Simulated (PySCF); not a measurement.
**Cost of excited-state runs on SMILES N#C/C=C/C=C/O, C$_{5}$H$_{5}$NO**

Atoms are numbered as in `[N:1]#[C:2]/[CH:3]=[CH:4]/[CH:5]=[CH:6]/[OH:7]`; H(Xn) means a hydrogen on atom n.

PySCF with density fitting, on 1 thread of an Arm Neoverse V2, shared host. Command: `OMP_NUM_THREADS=1 python excited_run.py task.json out`

**Question.** How long does each of these runs take, and how much memory?
- first hyperpolarisability, PBE0/def2-SVPD; wavelengths [1907, 1064] nm
- excited states, LC-wPBE/def2-TZVP; Tamm-Dancoff; spin-orbit couplings; 8 states; 6 triplets; quadratic response for 4 states
- excited states, PBE0/def2-SVPD; two-photon moments; 6 states; quadratic response for 5 states; 0 triplets

**Answer.** 
```csv
run,level,basis functions,wall time,peak memory (GiB)
first hyperpolarisability,PBE0/def2-SVPD,183,17 s,0.77
excited states,LC-wPBE/def2-TZVP,247,51 s,0.9
excited states,PBE0/def2-SVPD,183,22 s,0.77
```
Times from a shared host are rough.
